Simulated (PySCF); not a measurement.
# Te²⁴⁺: ionisation energy

Te²⁴⁺ [Ar] 3d10 (1S) → Te²⁵⁺ [Ar] 3d9 (2D), as a difference of total energies. Computed with PySCF 2.14 in an even-tempered Gaussian basis (17 s from 2.9 bohr⁻², ratio 2.5; 11 p from 3.8 bohr⁻², ratio 2.5; 8 d from 3.8 bohr⁻², ratio 2.5; 4 f from 19 bohr⁻², ratio 2.7; 3 g from 29 bohr⁻², ratio 2.7), with no relativity, point nucleus. Correlated levels: outer shells: [Ne] frozen; virtual orbitals above 40 to 60 times the deepest correlated orbital energy dropped. The calculations carry no spin-orbit coupling.

| method | ionisation energy (eV) |
| --- | --- |
| UHF | 1312.9 |
| LDA | 1312.9 |
| PBE | 1312.1 |
| PBE0 | 1312.8 |
| r2SCAN | 1313.0 |
| B97-3 | 1313.3 |
| M06-2X | 1314.9 |
| MP2 (outer shells) | 1314.6 |
| SCS-MP2 (outer shells) | 1314.3 |

A first-order spin-orbit estimate (lowest level to lowest level, LS coupling) adds -4.336 eV.

All relativistic terms are absent from these numbers, so their closeness to the reference says little about the methods.

For comparison: 1304 ± 4 eV (theoretical estimate listed by NIST; NIST Atomic Spectra Database, ionization energies).
